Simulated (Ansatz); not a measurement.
## Energy differences in FeH₂O (charge +1)

Calculated in Ansatz's Gaussian-basis code. Basis cc-pVDZ, nonrelativistic, 10 orbitals frozen in the corrections; active space CAS(7,11). Restricted Hartree–Fock, then the lowest state-specific CASSCF solution met for each case. Coupled cluster stands on the determinant that it favours, not always the lowest RHF. Single-reference values can break down or jump between states where bonds are stretched. Solutions in different active orbitals can move differences by tenths of an eV and at times more than 1 eV.

Case A, quartet:

```xyz
4

Fe    0.0000    0.0000   -0.6158
O     0.0000    0.0000    1.4842
H     0.0000    0.7750    2.0692
H     0.0000   -0.7750    2.0692
```

Case B, sextet: the shape of A.

Energy less that of case A, in eV:

```tsv
case	RHF/ROHF	CASSCF
B	-1.697	-0.381
```

(1) What does CCSDT give for these differences?

(2) Which case is lowest, and do the methods agree?

## Answers

(1) B: -0.216 eV (-5.0 kcal/mol).

(2) B is lowest in CCSDT. Of the methods shown, RHF/ROHF, CASSCF agree.
